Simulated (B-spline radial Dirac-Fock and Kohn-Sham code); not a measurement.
# Dy⁺ in Watson spheres of different radius

The computed values come from a radial B-spline solver: ΔSCF Dirac-Fock with Breit, self-energy and vacuum polarisation, finite nucleus, configuration average. The ion, [Xe] 4f10 6s1, sits in a hollow sphere of charge Q = -1, a simple model of the Madelung potential. Inside the sphere an electron's potential energy is raised by the constant 14.40·|Q|/R eV, so binding energies fall by about that much as long as the orbitals stay inside.

```tsv
radius (Å)	14.40 |Q|/R (eV)	1s (eV)	2s (eV)	2p1/2 (eV)	2p3/2 (eV)	3s (eV)	3p1/2 (eV)	3p3/2 (eV)	3d3/2 (eV)	3d5/2 (eV)	4s (eV)	4p1/2 (eV)	4p3/2 (eV)	4d3/2 (eV)	4d5/2 (eV)	4f (eV)	5p1/2 (eV)	5p3/2 (eV)	6s (eV)
2.4	6.00	53789.1	9056.1	8584.4	7793.3	2053.0	1848.6	1681.7	1334.8	1299.2	425.0	343.3	306.3	171.2	164.6	6.95	33.80	29.11	5.14
2.7	5.33	53789.6	9056.6	8584.9	7793.9	2053.6	1849.1	1682.3	1335.3	1299.8	425.5	343.9	306.9	171.8	165.1	7.49	34.34	29.66	5.60
```

From the smallest to the largest radius 1s moves by +0.5 eV, while the constant potential alone would give +0.7 eV; the difference comes from charge outside the sphere and its screening.
